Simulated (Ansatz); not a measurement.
Be7⁺, relaxed as a doublet with UKS r2SCAN/def2-TZVP in Ansatz, starting from the GFN1-xTB geometry. Force threshold 0.02 eV/Å.

The charge 1 doublet is spin-contaminated (final ⟨S²⟩ up to 2.35, 0.75 for a pure state). The relaxation made no stability test and no search for a lower SCF solution. The structure comes from a short search, and lower isomers may exist.

Start:

```xyz
7

Be    1.003    0.795    1.564
Be    1.471    0.837   -0.357
Be    0.970   -0.770   -1.525
Be   -1.693   -0.922    0.797
Be   -1.036   -0.786   -1.060
Be   -0.636   -0.083    2.272
Be   -0.078    0.929   -1.692
```

| step | energy (eV) | largest force component (eV/Å) | SCF passes |
| --- | --- | --- | --- |
| 1 | -2792.8809 | 1.038 | 91 |
| 2 | -2793.2084 | 0.287 | 101 |
| 3 | -2793.2795 | 0.322 | 80 |
| 4 | -2793.3847 | 0.459 | 53 |
| 5 | -2793.5385 | 0.642 | 51 |
| 6 | -2793.7454 | 0.838 | 48 |
| 7 | -2793.9888 | 0.914 | 47 |
| 8 | -2794.2162 | 0.661 | 51 |
| 9 | -2794.3823 | 0.170 | 64 |
| 10 | -2794.4437 | 0.278 | 80 |
| 11 | -2794.4840 | 0.188 | 58 |
| 12 | -2794.5183 | 0.333 | 62 |
| 13 | -2794.5405 | 0.226 | 61 |
| 14 | -2794.5700 | 0.225 | 77 |
| 15 | -2794.6146 | 0.166 | 49 |
| 16 | -2794.6650 | 0.253 | 52 |
| 17 | -2794.7274 | 0.374 | 56 |
| 18 | -2794.8208 | 0.303 | 52 |
| 19 | -2794.8996 | 0.396 | 61 |
| 20 | -2794.9190 | 0.307 | 61 |
| 21 | -2795.0535 | 0.300 | 59 |
| 22 | -2795.1009 | 0.359 | 39 |
| 23 | -2795.1429 | 0.238 | 39 |
| 24 (rejected) | -2795.1343 | 0.190 | 41 |
| 25 | -2795.1619 | 0.105 | 41 |
| 26 (rejected) | -2795.1373 | 0.226 | 35 |
| 27 (rejected) | -2795.1601 | 0.145 | 35 |
| 28 | -2795.1652 | 0.023 | 36 |
| 29 | -2795.1653 | 0.007 | 28 |

Force components are those of the run's own axes.

End:

```tsv
atom	x (Å)	y (Å)	z (Å)
Be1	-0.777	0.842	0.441
Be2	1.341	1.060	0.224
Be3	0.770	-0.846	-0.437
Be4	-1.094	-1.131	0.840
Be5	-1.126	-0.597	-1.199
Be6	0.452	-0.059	1.765
Be7	0.434	0.731	-1.635
```

Bonds formed: Be1–Be4, Be1–Be5, Be2–Be6, Be3–Be4 (atoms count from 1).

No frequencies were taken in this run, so the end may be a saddle point.

It took 91 s on 4 threads of Arm Neoverse V2 on a shared host.
